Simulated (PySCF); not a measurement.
Species: C₅H₁₁BFN.
Geometry (GFN2-xTB, Å), atoms numbered from 1 in this order:
```xyz
19
C5H11BFN angstrom
C      0.292    1.930    0.519
C     -0.064    0.730   -0.355
C     -1.496    0.225   -0.102
C     -1.357   -1.294   -0.012
C      0.034   -1.444    0.597
N      0.806   -0.414   -0.068
B      2.137   -0.497   -0.424
F      2.692    0.535   -1.073
H      0.226    1.664    1.572
H      1.306    2.256    0.306
H     -0.391    2.753    0.320
H      0.074    1.011   -1.405
H     -2.181    0.534   -0.889
H     -1.863    0.620    0.847
H     -1.372   -1.739   -1.007
H     -2.134   -1.756    0.593
H      0.480   -2.424    0.433
H     -0.005   -1.252    1.678
H      2.807   -1.431   -0.199
```

Vertical excitations from PySCF (density fitting, frozen core in the response, grid level 2 and gas phase unless stated; continuum runs use non-equilibrium linear response for the excitations) on a GFN2-xTB geometry. Reference run:

```json
{"settings": "PBE0/def2-SVPD, full TDDFT, 6 singlets", "S1, eV (f)": "6.62 (0.018)", "S2, eV (f)": "6.80 (0.116)", "S3, eV (f)": "7.37 (0.005)", "S4, eV (f)": "7.49 (0.007)", "S5, eV (f)": "7.65 (0.073)", "S6, eV (f)": "8.23 (0.018)", "T1, eV (Tamm–Dancoff)": "5.50", "mean α (au)": "78.2"}
```

**Question.** What do these settings give: BLYP/6-31++G**, full TDDFT, 3 singlets?

**Answer.** 
| settings | S1, eV (f) | S2, eV (f) | S3, eV (f) | S4, eV (f) | S5, eV (f) | S6, eV (f) | T1, eV (Tamm–Dancoff) | mean α (au) |
| --- | --- | --- | --- | --- | --- | --- | --- | --- |
| BLYP/6-31++G**, full TDDFT, 3 singlets | 5.07 (0.009) | 5.42 (0.024) | 5.59 (0.015) | – | – | – | 4.95 | 80.1 |

S1 moves by -1.55 eV; functional and basis change together, so the shift can't be laid on one. States are counted by energy in each run and needn't keep their character from row to row.

All basis functions are spherical, in the Pople sets too.

**Question.** Which orbital pairs make up S1 in each run, and how does it sit against the orbital gap?

**Answer.** 
```
                              settings  S1 configurations (weight)  S1 (eV)  orbital gap (eV)  S1 − gap (eV)
PBE0/def2-SVPD, full TDDFT, 6 singlets                    H→L 0.91     6.62              7.71          -1.09
BLYP/6-31++G**, full TDDFT, 3 singlets                    H→L 0.99     5.07              5.07           0.00
```

One conformer stands for the species.
